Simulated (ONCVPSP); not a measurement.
# tellurium, ONCV: configuration errors across variants

- Element: tellurium (Te)
- Generator: ONCVPSP 4.0.1
- Type: optimised norm-conserving Vanderbilt (ONCV)
- Functional: PBE
- Relativity: scalar-relativistic
- Frozen core: [Kr] 4d10
- Valence charge: 6
- Reference configuration: 5s1 5p5
- Partial waves: 5s: rc 1.65 bohr, ncon 4, nbas 7, qcut 3.5 1/bohr, 3 projectors, debl 2.2 Ha; 5p: rc 2.20 bohr, ncon 4, nbas 7, qcut 3.8 1/bohr, 2 projectors, debl 3.6 Ha; d scattering state at 0.07 Ha: rc 2.30 bohr, ncon 3, nbas 6, qcut 4.3 1/bohr, 2 projectors, debl 1.9 Ha
- Local potential: polynomial inside 1.40 bohr (lpopt 3, dvloc0 0 Ha)
- Core correction: none

All-electron excitation energies from the reference (eV): (1) 5s2 5p4 -9.255; (2) 5s2 5p3 0.474; (3) 5s2 5p2 18.399; (4) 5s2 5p1 45.297.

A true bound ghost makes a file unfit for plane-wave use even where its test errors are small: the radial tests pick states by their node count and pass the ghost by.

Errors AE − PS in meV (a dash: test not solved or not reliable):

```tsv
change	(1)	(2)	(3)	(4)	bound ghosts	GHOST(+) flags above zero
base	+6.7	-2.0	-31	-82	s	s, p
p: debl 0.5	+6.7	-2.2	-32	-84	s	s, p
p: debl 0.8	+6.7	-2.2	-32	-84	s	s
p: debl 1.3	+6.7	-2.1	-32	-84	s	s, p
p: debl 1.8	+6.7	-2.1	-32	-83	s	s, p
p: debl 2.8	+6.7	-2.0	-31	-82	s	s, p
p: debl 5.4	+6.7	-1.8	-30	-79	s	s, p
```

(1) Give the same row for: p: debl 0.3.

Answers

(1) +6.7, -2.2, -32, -84; bound ghosts: s; GHOST(+) flags above zero: s, p.
